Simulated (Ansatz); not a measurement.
This Ansatz (a quantum-chemistry and plane-wave program) input (CCSD(T)/def2-TZVP) gives -37.78103 Eh with 31 basis functions. A basis named .json is the Basis Set Exchange file of that set (core-valence sets with the plain set on hydrogen).

Ansatz 0.2 input:
```yaml
crystal:
  periodic: [false, false, false]
  atoms:
    - {symbol: C, position_ang: [0.00000000, 0.00000000, 0.00000000]}
basis:
  gaussian:
    orbitals: def2-TZVP
magnetization: {spin_polarized: true, initial_magnetization: 2}
correlation: {method: ccsd_t, electrons: outside_noble_gas}
scf: {lower_state_search: full}
```

Change:
```diff
- orbitals: def2-TZVP
+ orbitals: def2-QZVPP.json
```

**Question.** What does the run give now?

**Answer.** -37.78651 Eh (CCSD(T)/def2-QZVPP, 57 functions), a change of -5.48 mEh.
